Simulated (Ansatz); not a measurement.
The cluster Li₆Al₂, relaxed as a singlet with RKS PBE-D4/def2-SVP in Ansatz, starting from the GFN1-xTB geometry. Force threshold 0.02 eV/Å.

The restricted singlet is unstable towards broken spin symmetry in Hartree–Fock (as tested in another run); at PBE-D4/def2-SVP this wasn't settled. The structure comes from a short search, and lower isomers may exist.

Start:

Cartesian coordinates in Å:
```
Al 2.3030 -1.1164 -2.2950
Al 0.0327 -0.9282 -3.2729
Li -0.9366 -0.1432 -0.6789
Li 0.1639 0.8428 2.5737
Li -2.1544 0.7638 1.3256
Li 1.3503 -0.0799 0.5246
Li -0.6285 -1.3703 1.5126
Li -0.1303 2.0314 0.3104
```

(1) Estimate the energy that the relaxation releases and the steps that it takes.

(2) Does the start keep its bonding and symmetry?

(3) Predict the relaxed structure.

Answers

(1) 80.1 kcal/mol, in 61 steps; 45 s on 4 threads of Intel Xeon 6975P-C on a shared host. No frequencies were taken in this run, so the end may be a saddle point.

(2) Bonds lost: Li3–Li5, Li3–Li6, Li3–Li7, Li4–Li6, Li4–Li7, Li5–Li7, Li5–Li8, Li6–Li8 (atoms count from 1). Bonds formed: Al1–Li7, Al1–Li8, Al2–Li4, Al2–Li6, Al2–Li7, Al2–Li8 (atoms count from 1). Metal–metal contacts that move far: Li6–Li7 2.56 to 3.18 Å, Li4–Li5 2.63 to 3.22 Å, Al1–Li6 3.15 to 2.59 Å.

(3) 
| atom | x (Å) | y (Å) | z (Å) |
| --- | --- | --- | --- |
| Al1 | 1.310 | -0.371 | -1.639 |
| Al2 | 0.361 | -0.826 | 0.711 |
| Li3 | -1.691 | -0.244 | -0.990 |
| Li4 | -1.530 | 0.445 | 2.189 |
| Li5 | -2.847 | 2.749 | 0.371 |
| Li6 | 3.060 | -0.677 | 0.251 |
| Li7 | 1.114 | -2.877 | -0.970 |
| Li8 | 0.224 | 1.801 | 0.077 |
Bond lengths (bridged metal pairs left out): 8 × Al–Li 2.59 to 2.97 Å; 2 × Li–Li 3.00 to 3.06 Å; 1 × Al–Al 2.58 Å.
